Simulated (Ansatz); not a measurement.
Calculated with Ansatz (gas phase, PBE0-D4/def2-TZVP geometries, no zero-point term in ΔE). CBS: MP2 limit from def2 TZ/QZ plus the TZ coupled-cluster correction, frozen cores. One conformer a species, not always the lowest.

Consider the substitution at a C–B bond: `CB(F)C=O` + `CC(O)(O)F` → `COC(C)(O)F` + `O=CBF`.

```
     species  CCSD(T)/CBS(def2) energy (Eh)
  `CB(F)C=O`                     -278.30930
 `CC(O)(O)F`                     -329.27037
`COC(C)(O)F`                     -368.51113
     `O=CBF`                     -239.02821
```

Task: Work out ΔE.

Result: ΔE = (-368.51113) + (-239.02821) − (-278.30930) − (-329.27037) = 0.04033 Eh = +105.9 kJ/mol.

Largest T1 diagnostic among the species: 0.015.

In def2-TZVPP, CCSD(T) changes the Hartree–Fock value by +6.1 kJ/mol (the triples alone add −0.3 kJ/mol) and MP2 by +10.5 kJ/mol.
